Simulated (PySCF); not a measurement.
C4H10OSi.
Bonds: C1–C2 (double), C2–C3, C3–C4, C4–Si5, Si5–O6. Hydrogens: H7, H8 on C1; H9 on C2; H10, H11 on C3; H12, H13 on C4; H14, H15 on Si5; H16 on O6.

The same species was optimised twice, with GFN2-xTB and with PBE0-D3(BJ)/def2-SVP (PySCF), and the same property calculations (PySCF, gas phase) were run on both structures.

```json
{"coordinate": "Si5–O6 (Å)", "GFN2-xTB": "1.628", "PBE0-D3(BJ)/def2-SVP": "1.669", "change": "+0.041"}
{"coordinate": "C4–Si5 (Å)", "GFN2-xTB": "1.903", "PBE0-D3(BJ)/def2-SVP": "1.880", "change": "-0.023"}
{"coordinate": "C1=C2 (Å)", "GFN2-xTB": "1.320", "PBE0-D3(BJ)/def2-SVP": "1.333", "change": "+0.013"}
{"coordinate": "C3–C4 (Å)", "GFN2-xTB": "1.531", "PBE0-D3(BJ)/def2-SVP": "1.533", "change": "+0.002"}
{"coordinate": "C2–C3 (Å)", "GFN2-xTB": "1.495", "PBE0-D3(BJ)/def2-SVP": "1.497", "change": "+0.002"}
{"coordinate": "C2–C3–C4 (°)", "GFN2-xTB": "111.2", "PBE0-D3(BJ)/def2-SVP": "112.7", "change": "+1.5"}
{"coordinate": "C3–C4–Si5 (°)", "GFN2-xTB": "112.8", "PBE0-D3(BJ)/def2-SVP": "113.7", "change": "+0.9"}
{"coordinate": "C1–C2–C3 (°)", "GFN2-xTB": "124.6", "PBE0-D3(BJ)/def2-SVP": "125.2", "change": "+0.6"}
{"coordinate": "C4–Si5–O6 (°)", "GFN2-xTB": "111.6", "PBE0-D3(BJ)/def2-SVP": "112.2", "change": "+0.6"}
{"coordinate": "C1–C2–C3–C4 (°)", "GFN2-xTB": "-116", "PBE0-D3(BJ)/def2-SVP": "-117", "change": "-1"}
{"coordinate": "C2–C3–C4–Si5 (°)", "GFN2-xTB": "180", "PBE0-D3(BJ)/def2-SVP": "-178", "change": "+2"}
{"coordinate": "C3–C4–Si5–O6 (°)", "GFN2-xTB": "179", "PBE0-D3(BJ)/def2-SVP": "177", "change": "-2"}
```

Rotational constants: A = 10999, B = 974.5, C = 950.1 MHz (GFN2-xTB) against A = 11059, B = 958.6, C = 934.6 MHz (PBE0-D3(BJ)/def2-SVP). Point groups within 0.08 Å: C1 and C1.

On the GFN2-xTB structure: lowest singlet, TDDFT (eV) 6.39 [B3LYP/def2-SVPD]; lowest triplet, Tamm–Dancoff (eV) 4.55 [B3LYP/def2-SVPD]; isotropic polarisability (au) 80.6 [B3LYP/def2-SVPD]; HOMO (eV) -7.23 [B3LYP/def2-SVPD]; LUMO (eV) -0.16 [B3LYP/def2-SVPD]; dipole (D) 1.36 [B3LYP/def2-SVPD]; HOMO (eV) -7.43 [PBE0/pcSseg-1]; LUMO (eV) 0.41 [PBE0/pcSseg-1]; dipole (D) 1.49 [PBE0/pcSseg-1]; GIAO shielding of C1 (ppm) 67.2 [PBE0/pcSseg-1]; GIAO shielding of C2 (ppm) 36.3 [PBE0/pcSseg-1]; GIAO shielding of C3 (ppm) 156.2 [PBE0/pcSseg-1]; GIAO shielding of C4 (ppm) 165.5 [PBE0/pcSseg-1]; GIAO shielding of Si5 (ppm) 363.1 [PBE0/pcSseg-1]; GIAO shielding of O6 (ppm) 316.5 [PBE0/pcSseg-1].

What do these properties become on the PBE0-D3(BJ)/def2-SVP structure?

| property | level | on GFN2-xTB | on PBE0-D3(BJ)/def2-SVP | change |
| --- | --- | --- | --- | --- |
| lowest singlet, TDDFT (eV) | B3LYP/def2-SVPD | 6.39 | 6.36 | -0.03 |
| lowest triplet, Tamm–Dancoff (eV) | B3LYP/def2-SVPD | 4.55 | 4.43 | -0.12 |
| isotropic polarisability (au) | B3LYP/def2-SVPD | 80.6 | 82.5 | +1.9 |
| HOMO (eV) | B3LYP/def2-SVPD | -7.23 | -7.23 | 0.00 |
| LUMO (eV) | B3LYP/def2-SVPD | -0.16 | -0.24 | -0.08 |
| dipole (D) | B3LYP/def2-SVPD | 1.36 | 1.39 | +0.03 |
| energy, GFN2-xTB geometry as zero (kcal/mol) | B3LYP/def2-SVPD | 0.0 | -2.9 | -2.9 |
| HOMO (eV) | PBE0/pcSseg-1 | -7.43 | -7.43 | 0.00 |
| LUMO (eV) | PBE0/pcSseg-1 | 0.41 | 0.31 | -0.10 |
| dipole (D) | PBE0/pcSseg-1 | 1.49 | 1.51 | +0.02 |
| energy, GFN2-xTB geometry as zero (kcal/mol) | PBE0/pcSseg-1 | 0.0 | -2.2 | -2.2 |
| GIAO shielding of C1 (ppm) | PBE0/pcSseg-1 | 67.2 | 63.0 | -4.2 |
| GIAO shielding of C2 (ppm) | PBE0/pcSseg-1 | 36.3 | 33.9 | -2.4 |
| GIAO shielding of C3 (ppm) | PBE0/pcSseg-1 | 156.2 | 155.4 | -0.8 |
| GIAO shielding of C4 (ppm) | PBE0/pcSseg-1 | 165.5 | 165.6 | +0.1 |
| GIAO shielding of Si5 (ppm) | PBE0/pcSseg-1 | 363.1 | 359.0 | -4.1 |
| GIAO shielding of O6 (ppm) | PBE0/pcSseg-1 | 316.5 | 313.6 | -2.9 |

The heavy atoms differ by 0.032 Å rms after alignment. Among bonds between heavy atoms Si5–O6 changes most (+0.041 Å). Changes are differences of the printed values. Neither structure is proved a minimum here.

The values belong to the conformer `[CH2:1]=[CH:2][CH2:3][CH2:4][SiH2:5][OH:6]`: C1–C2–C3–C4 -117°, C2–C3–C4–Si5 -178°, C3–C4–Si5–O6 177°, H–O6–Si5–C4 69°.
